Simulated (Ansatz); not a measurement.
S7⁻. The state is a doublet with charge -1. Geometry r2SCAN-D4/def2-SVPD.

```xyz
7

S    -1.025    0.936   -0.813
S     0.934    0.229   -0.777
S    -0.033    4.156   -0.169
S    -0.882   -3.784    0.383
S    -1.140    2.630    0.486
S     1.190   -1.104    0.835
S     0.956   -3.062    0.054
```

Another isomer (doublet) lies 0.30 eV lower at PBE0-D4/def2-TZVPD; other spin states weren't run for this one.

Problem. Estimate the α-spin orbital energies around the gap (eV) in Ansatz with PBE-D4/def2-TZVPD, revPBE-D4/def2-TZVPD, r2SCAN-D4/def2-TZVPD, PBE0-D4/def2-TZVPD.

Solution. 
```tsv
orbital	PBE-D4/def2-TZVPD	revPBE-D4/def2-TZVPD	r2SCAN-D4/def2-TZVPD	PBE0-D4/def2-TZVPD
HOMO−9	-5.50	-5.44	-5.86	-6.85
HOMO−8	-4.52	-4.47	-4.88	-5.91
HOMO−7	-4.46	-4.41	-4.82	-5.84
HOMO−6	-3.50	-3.45	-3.78	-4.74
HOMO−5	-3.13	-3.08	-3.39	-4.30
HOMO−4	-2.95	-2.90	-3.21	-4.14
HOMO−3	-2.44	-2.39	-2.68	-3.53
HOMO−2	-2.15	-2.09	-2.37	-3.21
HOMO−1	-1.67	-1.62	-1.92	-2.83
HOMO	-1.49	-1.45	-1.74	-2.66
LUMO	0.54	0.62	0.63	1.29
LUMO+1	1.14	1.22	1.29	1.94
LUMO+2	1.20	1.28	1.36	2.01
LUMO+3	1.43	1.50	1.62	2.25
LUMO+4	2.09	2.12	2.41	2.75
LUMO+5	2.29	2.29	2.64	2.87
β HOMO	-1.23	-1.17	-1.28	-1.60
β LUMO	-1.04	-0.98	-1.08	-0.81
```
